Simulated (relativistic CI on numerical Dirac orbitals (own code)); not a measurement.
# Ir2+: 4f photoemission

Computed with this model: Dirac-Coulomb-Breit CI, orbitals from a KLI potential per configuration, a model potential for QED, multiplet model of photoemission in the sudden approximation, unscaled Slater integrals; configurations [Xe] 4f14 5d7 → [Xe] 4f13 5d7; 80 K; Lorentzian 0.35 eV and Gaussian 0.5 eV FWHM. Energies are those of the free ion, without screening or charge transfer. The energies are binding energies and can lie tens of eV above those of solids. S is read from ⟨S²⟩ = S(S + 1).

Field parameters in Wybourne normalisation: Oh B⁴₀ = 21Dq, B⁴₄ = √(5/14) B⁴₀. The field is a parameter set, without covalency.

free ion: ground-state S = 1.42, centroid 89.38 eV. Peaks (eV, height): 87.7 (100), 91.0 (57), 91.6 (46).

Oh, 10Dq = 14500 cm⁻¹: ground-state S = 1.41, centroid 89.45 eV. Peaks (eV, height): 87.7 (100), 91.1 (62).

Strongest unbroadened transitions for free ion:

```tsv
Energy (eV)	Relative strength
87.29	100.0
87.66	69.0
87.69	87.5
87.75	25.2
87.80	36.9
88.32	44.2
88.39	51.8
88.45	16.0
90.36	39.5
90.97	24.5
90.98	13.9
91.01	14.4
91.04	31.5
91.11	15.9
91.50	25.3
91.72	41.9
91.93	32.6
92.14	14.9
```
